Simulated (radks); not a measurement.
Values are calculated unless marked as measured or tabulated.
Initial-state core-level shifts of the osmium ion Os+ when its valence configuration changes from [Xe] 4f14 5d6 6s1. Code: a radial shooting solver on a logarithmic mesh with Libxc functionals. Model: Dirac Kohn-Sham, BLYP, spin-unpolarised, spherical densities, finite nucleus; open shells are shared between the two j in proportion to 2j + 1; Fermi nuclear charge, rms radius 5.4126 fm. Shifts are changes of the shell-averaged eigenvalues in eV (positive: less bound); the change of the density at the nucleus, which sets a Mossbauer isomer shift, is in e/bohr^3, on a base of 1.676e+06.

valence                2p       3d       4p       4d  density at nucleus
4f14 5d6 6p1       -1.539   -1.544   -1.550   -1.549              -115.1
4f13 5d6 6s1 6p1  -16.524  -18.170  -16.305  -15.812              +143.6
4f13 5d7 6s1      -11.607  -13.274  -11.447  -10.951              +115.1
4f14 5d4 6s1 6p2   -9.627   -9.569   -9.497   -9.504               +57.9
4f12 5d6 6s2 6p1  -32.708  -36.111  -31.986  -30.968              +444.6
4f12 5d6 6s1 6p2  -34.225  -37.635  -33.513  -32.493              +300.3
4f12 5d8 6s1      -23.771  -27.244  -23.239  -22.218              +236.2
4f13 5d5 6s2 6p1  -20.142  -21.745  -19.820  -19.330              +315.4
4f14 5d7           +2.800   +2.787   +2.767   +2.773              -124.3
